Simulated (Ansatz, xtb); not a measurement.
**CH3OSSi+: 9 structures ranked**

9 gas-phase structures of CH3OSSi+, found in a search over its isomers (lower ones may exist). Each was relaxed with GFN2-xTB; where two conformers were screened, the lower at r2SCAN-D4/def2-SVP is listed:

A. a singlet given by its coordinates
B. `O[SiH+]C=S`, a singlet
C. `O=[Si+]CS`, a singlet
D. `[CH2+]O[SiH]=S`, a singlet
E. `C=[S+][SiH]=O`, a singlet
F. a singlet given by its coordinates
G. `[H]/[S+]=C\[SiH]=O`, a singlet
H. `C[S+]=[Si]=O`, a singlet
I. `C1=[S+][SiH2]O1`, a singlet

F (Å):

```xyz
7

C     0.7436   -0.0410    0.4531
O     0.6046    2.7710   -1.1244
S    -1.2151    0.1848    0.5150
Si    0.1194    1.5014   -0.3613
H     0.2728    3.5685   -1.5500
H     1.1959   -0.0179    1.4375
H     1.0475   -0.9056   -0.1250
```

Close contacts (Å): C1–S3 1.97, C1–Si4 1.85, O2–Si4 1.56, S3–Si4 2.07, C1–H6 1.08, C1–H7 1.08, O2–H5 0.96.

A (Å):

```tsv
atom	x (Å)	y (Å)	z (Å)
C	0.2828	1.6456	-1.0911
O	0.3417	0.9356	0.1412
S	0.7426	-1.0437	2.9734
Si	0.5172	0.0664	1.3854
H	-0.0826	0.9732	-1.8677
H	-0.3978	2.4887	-0.9757
H	1.2824	2.0013	-1.3421
```

Close contacts (Å): C1–O2 1.42, O2–Si4 1.53, S3–Si4 1.95, C1–H5 1.09, C1–H6 1.09, C1–H7 1.09.

Estimate their order in r2SCAN-D4/def2-SVP energy at these geometries, lowest first.

Calculated order at r2SCAN-D4/def2-SVP: I (0.0), F (4.4), A (7.9), B (19.9), D (21.5), H (27.8), E (40.0), C (43.2), G (43.8) kcal/mol. Less than 1 kcal/mol parts C and G, so the order within that pair means little.

Energies above the lowest of each column, in kcal/mol; the last columns are at B3LYP/6-31G* geometries and were run for some of them only (a dash: not run or not comparable):

```json
{"structure": "I", "GFN2-xTB": "18.0", "HF/STO-3G": "0.0", "r2SCAN-D4/def2-SVP": "0.0", "B3LYP/6-31G*": "0.0"}
{"structure": "F", "GFN2-xTB": "33.1", "HF/STO-3G": "45.5", "r2SCAN-D4/def2-SVP": "4.4", "B3LYP/6-31G*": "11.6"}
{"structure": "A", "GFN2-xTB": "0.0", "HF/STO-3G": "36.9", "r2SCAN-D4/def2-SVP": "7.9", "B3LYP/6-31G*": "13.0"}
{"structure": "B", "GFN2-xTB": "33.7", "HF/STO-3G": "48.0", "r2SCAN-D4/def2-SVP": "19.9", "B3LYP/6-31G*": "–"}
{"structure": "D", "GFN2-xTB": "29.2", "HF/STO-3G": "55.6", "r2SCAN-D4/def2-SVP": "21.5", "B3LYP/6-31G*": "–"}
{"structure": "H", "GFN2-xTB": "10.3", "HF/STO-3G": "46.6", "r2SCAN-D4/def2-SVP": "27.8", "B3LYP/6-31G*": "–"}
{"structure": "E", "GFN2-xTB": "26.2", "HF/STO-3G": "79.5", "r2SCAN-D4/def2-SVP": "40.0", "B3LYP/6-31G*": "–"}
{"structure": "C", "GFN2-xTB": "32.7", "HF/STO-3G": "66.9", "r2SCAN-D4/def2-SVP": "43.2", "B3LYP/6-31G*": "–"}
{"structure": "G", "GFN2-xTB": "36.5", "HF/STO-3G": "86.3", "r2SCAN-D4/def2-SVP": "43.8", "B3LYP/6-31G*": "–"}
```

B3LYP/6-31G* puts I lowest of those it was run on; GFN2-xTB picks A. Some further structures that were screened fall inside this span and aren't listed. Flexible structures stand in one conformer each, not always the lowest. Frequencies (B3LYP/6-31G*) were run for I alone.

Over these structures GFN2-xTB departs from r2SCAN-D4/def2-SVP by 14.1 kcal/mol on average once a common shift is removed. A GFN2-xTB relaxation took about 0.11 s and the r2SCAN-D4/def2-SVP energy about 1.2 s on a shared host (Ansatz 0.2.0, xtb 6.7.1 (Pople sets with spherical d functions)).
